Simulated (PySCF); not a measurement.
# C₆ coefficients of unlike pairs at PBE

Calculated with PySCF 2.14 from the dipole response of each species, C₆(A,B) = (3/π) ∫ α_A(iu) α_B(iu) du, in atomic units, from isotropic polarisabilities. For ions this is the dispersion term alone; charge-induced terms of lower order in 1/R come first.

```json
{"species": "Si(3+)", "configuration": "[Ne] 3s1 (2S)", "basis": "aug-cc-pCVQZ-DK (10s9p7d5f3g)", "relativity": "spin-free X2C", "α (bohr³)": "7.001", "C₆ (like pair)": "13.09"}
{"species": "C(3+)", "configuration": "[He] 2s1 (2S)", "basis": "dyall-av3z (15s9p3d2f)", "relativity": "none", "α (bohr³)": "3.097", "C₆ (like pair)": "2.443"}
{"species": "W+", "configuration": "[Xe] 4f14 5d4 6s1 (6D)", "basis": "aug-cc-pwCVTZ-PP with ECP60MDF (8s8p7d4f3g)", "relativity": "core potential", "α (bohr³)": "34.99", "C₆ (like pair)": "299.4"}
{"species": "In+", "configuration": "[Kr] 4d10 5s2 (1S)", "basis": "aug-cc-pwCVDZ-PP with ECP28MDF (6s5p4d1f)", "relativity": "core potential", "α (bohr³)": "23.06", "C₆ (like pair)": "147.8"}
```

Estimate C₆ for W+ with C(3+).

The integral gives 26.97. The combination rule 2 C_A C_B / (C_A α_B/α_A + C_B α_A/α_B) gives 27.04 and the geometric mean 27.05.

No spin-orbit coupling is included.

The other pairs:

| pair | C₆ |
| --- | --- |
| In+, C(3+) | 18.89 |
| C(3+), Si(3+) | 5.651 |
| In+, W+ | 209.8 |
| In+, Si(3+) | 43.79 |
| W+, Si(3+) | 62.40 |
